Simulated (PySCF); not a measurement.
# input.py for Ga⁺

File input.py (PySCF 2.14):

```python
from pyscf import gto, dft, tdscf

mol = gto.M(
    atom='Ga 0 0 0',
    basis='6-311++g**',
    charge=1,
    spin=0,
    symmetry=True,
    verbose=4,
)
mf = dft.RKS(mol, xc='bhandhlyp')
mf.kernel()
td = tdscf.TDA(mf)
td.nstates = 4
td.kernel()
td.analyze()
mf.dip_moment()
print('orbital energies (hartree):', mf.mo_energy[..., max(0, mol.nelec[1]-3):mol.nelec[0]+3].round(4))
```

```bash
$ OMP_NUM_THREADS=1 python input.py
```

It prints (some set-up lines removed):

```
PySCF version 2.14.0

[INPUT] Symbol           X                Y                Z      unit          X                Y                Z       unit  Magmom
[INPUT]  1 Ga     0.000000000000   0.000000000000   0.000000000000 AA    0.000000000000   0.000000000000   0.000000000000 Bohr   0.0

nuclear repulsion = 0
point group symmetry = SO3
symmetry origin: [0. 0. 0.]
symmetry axis x: [1. 0. 0.]
symmetry axis y: [0. 1. 0.]
symmetry axis z: [0. 0. 1.]
num. orbitals of irrep s+0 = 8
num. orbitals of irrep p-1 = 7
num. orbitals of irrep p+0 = 7
num. orbitals of irrep p+1 = 7
num. orbitals of irrep d-2 = 3
num. orbitals of irrep d-1 = 3
num. orbitals of irrep d+0 = 3
num. orbitals of irrep d+1 = 3
num. orbitals of irrep d+2 = 3
number of shells = 18
number of NR pGTOs = 84
number of NR cGTOs = 44
basis = 6-311++g**
ecp = {}

******** <class 'pyscf.dft.rks_symm.SymAdaptedRKS'> ********
method = SymAdaptedRKS
initial guess = minao
damping factor = 0
level_shift factor = 0
DIIS = <class 'pyscf.scf.diis.CDIIS'>
SCF conv_tol = 1e-09
SCF max_cycles = 50
XC functionals = bhandhlyp
    Defined through Gaussian implementation.

grids dens level: 3
Freeze 0 electrons in irreps []
    30 free electrons in irreps s+0 p-1 p+0 p+1 d-2 d-1 d+0 d+1 d+2
Initial guess from minao.
tot grids = 20904
init E= -1923.06833846539
HOMO (s+0) = -0.362659745292719  LUMO (p+1) = -0.0430687838056798  gap/eV = 8.69651
cycle= 1 E= -1924.48758892824  delta_E= -1.42  |g|= 1.18  |ddm|= 0.587
HOMO (s+0) = -0.68977827476795  LUMO (p-1) = -0.298944046915935  gap/eV = 10.63514
cycle= 2 E= -1924.48731843365  delta_E= 0.00027  |g|= 0.829  |ddm|= 0.879
HOMO (s+0) = -0.65707084503118  LUMO (p+1) = -0.276625556891709  gap/eV = 10.35244
cycle= 3 E= -1924.52603997667  delta_E= -0.0387  |g|= 0.229  |ddm|= 0.309
HOMO (s+0) = -0.656439276371214  LUMO (p-1) = -0.273881939340875  gap/eV = 10.40992
cycle= 4 E= -1924.52924445813  delta_E= -0.0032  |g|= 0.00169  |ddm|= 0.0783
HOMO (s+0) = -0.655618445995755  LUMO (p+0) = -0.273071401227632  gap/eV = 10.40964
cycle= 5 E= -1924.52924487782  delta_E= -4.2e-07  |g|= 0.000612  |ddm|= 0.00381
HOMO (s+0) = -0.655626309261955  LUMO (p+0) = -0.273062592652991  gap/eV = 10.41009
cycle= 6 E= -1924.52924490359  delta_E= -2.58e-08  |g|= 1.07e-05  |ddm|= 0.00052
HOMO (s+0) = -0.655622505278656  LUMO (p+1) = -0.273058513684802  gap/eV = 10.41010
cycle= 7 E= -1924.52924490362  delta_E= -3.73e-11  |g|= 8.38e-07  |ddm|= 3.18e-05
HOMO (s+0) = -0.655622399917214  LUMO (p-1) = -0.27305839005313  gap/eV = 10.41010
Extra cycle  E= -1924.52924490362  delta_E=    0  |g|= 7.64e-07  |ddm|= 1.13e-06
converged SCF energy = -1924.52924490362

******** <class 'pyscf.tdscf.rks.TDA'> for <class 'pyscf.dft.rks_symm.SymAdaptedRKS'> ********
nstates = 4 singlet
deg_eia_thresh = 1.000e-03
wfnsym = None
conv_tol = 1e-05
eigh lindep = 1e-12
eigh level_shift = 0
eigh max_cycle = 100

Excitation energies (eV)
[ 8.86088191  8.86088191  8.86088191 14.50849119]

** Singlet excitation energies and oscillator strengths **
Excited State   1:  p-1      8.86088 eV    139.92 nm  f=0.7934
      15 -> 16       -0.70340
Excited State   2:  p+0      8.86088 eV    139.92 nm  f=0.7934
      15 -> 17       -0.70340
Excited State   3:  p+1      8.86088 eV    139.92 nm  f=0.7934
      15 -> 18       -0.70340
Excited State   4:  p-1     14.50849 eV     85.46 nm  f=0.0226
      15 -> 19        0.70427

** Transition electric dipole moments (AU) **
state          X           Y           Z        Dip. S.      Osc.
  1         0.0000     -1.9117     -0.0000      3.6547      0.7934
  2         0.0000      0.0000     -1.9117      3.6547      0.7934
  3        -1.9117     -0.0000      0.0000      3.6547      0.7934
  4         0.0000     -0.2520     -0.0000      0.0635      0.0226

** Transition velocity dipole moments (imaginary part, AU) **
state          X           Y           Z        Dip. S.      Osc.
  1         0.0000     -0.4246     -0.0000      0.1803      0.3691
  2        -0.0000      0.0000     -0.4246      0.1803      0.3691
  3        -0.4246     -0.0000      0.0000      0.1803      0.3691
  4         0.0000     -0.0446      0.0000      0.0020      0.0025

** Transition magnetic dipole moments (imaginary part, AU) **
state          X           Y           Z
  1         0.0000     -0.0000      0.0000
  2         0.0000      0.0000      0.0000
  3        -0.0000     -0.0000     -0.0000
  4         0.0000     -0.0000      0.0000

WARN: System has nonzero charge 1; the dipole moment is origin-dependent.
Location of origin: [0. 0. 0.]

Dipole moment(X, Y, Z, Debye):  0.00000,  0.00000,  0.00000
orbital energies (hartree): [-1.2781 -1.2781 -0.6556 -0.2731 -0.2731 -0.2731]
```

In short: E(SCF) = -1924.529245 Eh, 7 cycles, first singlet excitations without spin–orbit coupling 8.86, 8.86, 8.86, 14.51 eV.

It ran on Intel Xeon Platinum 8259CL @ 2.50GHz (1 thread, shared host) in 3.6 s, peak memory 0.17 GiB.

With symmetry on the solver can miss roots, and labels of degenerate states are those of a subgroup.
